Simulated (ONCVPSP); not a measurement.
**Reading a pseudo-wave (strontium (Sr))**

Columns: radius, all-electron u(r) and pseudo u(r) of the 4p shell (level -25.81 eV) of strontium in the configuration [Ar] 3d10 4s2 4p6 5s1.5; PBEsol, scalar-relativistic, ONCV scheme, ONCVPSP 4.0.1.

| r (bohr) | all-electron | pseudo |
| --- | --- | --- |
| 0.145 | 0.1501 | 0.0266 |
| 0.290 | -0.3715 | 0.1029 |
| 0.435 | -0.3881 | 0.2193 |
| 0.580 | -0.0831 | 0.3610 |
| 0.725 | 0.2732 | 0.5099 |
| 0.870 | 0.5621 | 0.6479 |
| 1.015 | 0.7549 | 0.7590 |
| 1.160 | 0.8594 | 0.8330 |
| 1.305 | 0.8941 | 0.8659 |
| 1.450 | 0.8796 | 0.8601 |
| 1.595 | 0.8332 | 0.8231 |
| 1.740 | 0.7682 | 0.7643 |
| 1.885 | 0.6943 | 0.6933 |
| 2.030 | 0.6181 | 0.6180 |
| 2.175 | 0.5439 | 0.5439 |
| 2.320 | 0.4742 | 0.4742 |
| 2.465 | 0.4105 | 0.4105 |
| 2.610 | 0.3533 | 0.3533 |
| 2.755 | 0.3027 | 0.3027 |
| 2.900 | 0.2585 | 0.2585 |
| 3.045 | 0.2200 | 0.2200 |
| 3.190 | 0.1869 | 0.1869 |
| 3.335 | 0.1584 | 0.1584 |
| 3.480 | 0.1341 | 0.1341 |
| 3.625 | 0.1133 | 0.1133 |
| 3.770 | 0.0956 | 0.0956 |

**Question.** How many radial nodes do the two functions have?

**Answer.** The all-electron 4p function has n − l − 1 = 2; the pseudo-wave has 0, since the states of the same l below it are removed with the core.

**Question.** At about which radius was the pseudo-wave matched?

**Answer.** 2.30 bohr. The columns agree to 0.0005 from 2.03 bohr on; several derivatives are matched, so the curves merge somewhat inside the radius.

**Question.** Where does each function peak?

**Answer.** Outermost all-electron maximum near 1.30 bohr, pseudo maximum near 1.30 bohr (to the table’s step).

**Question.** Is the pseudo-wave norm-conserving?

**Answer.** Yes: the ONCV scheme keeps the norm inside the radius equal to the all-electron one, which fixes the energy derivative of the logarithmic derivative at the level.
